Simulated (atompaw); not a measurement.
## What one change does to a pseudopotential (Ne (Z = 10), PAW (atompaw))

| Item | Value |
| --- | --- |
| Element | neon |
| Generator | atompaw 4.2.0.5 |
| Type | PAW |
| Functional | PBE |
| Relativity | scalar-relativistic |
| Frozen core | [He] |
| Valence charge | 8 |
| Reference configuration | 2s2 2p6 |
| Partial waves | 2s (bound): rc 1.60 bohr; 2s channel at -0.8 Ry: rc 1.60 bohr; 2p (bound): rc 1.60 bohr; 2p channel at 0.05 Ry: rc 1.60 bohr |
| Local potential | troulliermartins scheme with l = 2 at 0 Ry, radius 1.20 bohr |
| Core correction | smooth core density matched at 1.45 bohr |
| Augmentation charge | sinc compensation charge, radius 1.45 bohr; PAW radius 1.60 bohr; waves and projectors: modrrkj vanderbiltortho |

All-electron outer shells of the reference configuration (PBE, scalar-relativistic, ld1.x):

| shell | level (eV) | outermost node (bohr) | outermost maximum (bohr) |
| --- | --- | --- | --- |
| 1s | -830.80 | – | 0.10 |
| 2s | -36.40 | 0.22 | 0.68 |
| 2p | -13.33 | – | 0.62 |

Change: local potential troulliermartins scheme with l = 2 at 0 Ry, radius 1.54 bohr.

Cutoffs: the cutoffs (Ry, on a coarse ladder) from which the occupation-weighted sum of valence levels, in a spherical-Bessel basis at the reference potential, stays within 10 and 1 mRy of its value at 400 Ry; they do not see the model core or the augmentation charge, which bear on the density cutoff.

**Question.** What does the change do?

**Answer.** The potential gets softer (30 Ry and 50 Ry → 25 Ry and 50 Ry); the bound ghost in s disappears. A state that the projectors do not describe sees the local part alone, so a deeper or shallower local part can create or remove a ghost.

| quantity | base | changed |
| --- | --- | --- |
| cutoff, loose | 30 Ry | 25 Ry |
| cutoff, tight | 50 Ry | 50 Ry |
| bound ghosts | s | none |
| s: phases at 1.61 bohr within 0.05 rad from the reference energy up to (Ry; the scan ends near 5) | 3.3 | 3.0 |
| p: phases at 1.61 bohr within 0.05 rad from the reference energy up to (Ry; the scan ends near 5) | n/a | n/a |
| lowest overlap eigenvalue by channel | s 0.99, p 1.00 | s 1.00, p 1.00 |

 A true bound ghost makes a file unfit for plane-wave use even where its test errors are small: the radial tests pick states by their node count and pass the ghost by. The cutoffs see the waves, projectors and local potential, not the compensation charge or the core.
